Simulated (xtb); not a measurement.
A run for xtb: GFN2-xTB on FHO2S (a complex), monomers drawn apart or pushed together.

```
$ xtb mol.xyz --gfn 2 --sp --chrg 0 --uhf 0
5

F      0.35084368     0.50696988    -0.65679428
H      0.08404084     0.72411377     0.21057448
O     -0.30311129     0.70171159     1.83163315
S     -0.16145854    -0.53138462     2.57397313
O     -0.50220914    -0.51592464     3.96671382
```

The head of its log:

```
[...]
           -------------------------------------------------
          |                Calculation Setup                |
           -------------------------------------------------



molecular fragmentation (1/2 indicates fragments):
11222
# atoms in fragment 1/2:     2     3
 fragment masses (1/2) :       20.01       64.06
CMA distance (Bohr)    :   6.586
constraining FC (au)   :  0.0500

           -------------------------------------------------
          |                 G F N 2 - x T B                 |
           -------------------------------------------------

        Reference                      10.1021/acs.jctc.8b01176
      * Hamiltonian:
        H0-scaling (s, p, d)           1.850000    2.230000    2.230000
        zeta-weighting                 0.500000
      * Dispersion:
        s8                             2.700000
        a1                             0.520000
        a2                             5.000000
        s9                             5.000000
      * Repulsion:
        kExp                           1.500000    1.000000
        rExp                           1.000000
      * Coulomb:
        alpha                          2.000000
        third order                    shell-resolved
        anisotropic                    true
        a3                             3.000000
        a5                             4.000000
        cn-shift                       1.200000
        cn-exp                         4.000000
        max-rad                        5.000000


          ...................................................
          :                      SETUP                      :
          :.................................................:
          :  # basis functions                  23          :
          :  # atomic orbitals                  22          :
          :  # shells                           10          :
          :  # electrons                        26          :
          :  max. iterations                   250          :
          :  Hamiltonian                  GFN2-xTB          :
          :  restarted?                      false          :
          :  GBSA solvation                  false          :
          :  PC potential                    false          :
          :  electronic temp.          300.0000000     K    :
          :  accuracy                    1.0000000          :
          :  -> integral cutoff          0.2500000E+02      :
          :  -> integral neglect         0.1000000E-07      :
          :  -> SCF convergence          0.1000000E-05 Eh   :
          :  -> wf. convergence          0.1000000E-03 e    :
          :  Broyden damping             0.4000000          :
          :  net charge                          0          :
          :  unpaired electrons                  0          :
          ...................................................

 iter      E             dE          RMSdq      gap      omega  full diag
   1    -16.6463930 -0.166464E+02  0.103E+01    4.13       0.0  T
   2    -16.6664975 -0.201046E-01  0.470E+00    3.62       1.0  T
```

What total energy does the run end on?

-16.6059 hartree.
